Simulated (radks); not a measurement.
The numbers below are computed, except where a source is named.
Problem. All-electron atom: Nb14+ in [Ne] 3s2 3p4 3d9 4p2 (not the ground configuration). Level of theory: Dirac Kohn-Sham, PBE, spin-unpolarised, spherical densities, finite nucleus; open shells are shared between the two j in proportion to 2j + 1; Fermi nuclear charge, rms radius 4.324 fm (a radial shooting solver on a logarithmic mesh with Libxc functionals).

Spin-orbit splittings of the eigenvalues, e(l+1/2) - e(l-1/2), with zeta = 2 splitting/(2l+1) and mean radii in bohr:

| shell | occ. | splitting (eV) | zeta (eV) | <r> j=l-1/2 | <r> j=l+1/2 |
|---|---|---|---|---|---|
| 2p | 6 | 96.37 | 64.25 | 0.1342 | 0.1387 |
| 3p | 4 | 17.02 | 11.35 | 0.4207 | 0.4298 |
| 3d | 9 | 3.344 | 1.338 | 0.3998 | 0.4026 |
| 4p | 2 | ? | ? | 0.9630 | 0.9772 |

Estimate the 4p splitting.

Solution. 4.326 eV (zeta = 2.884 eV).
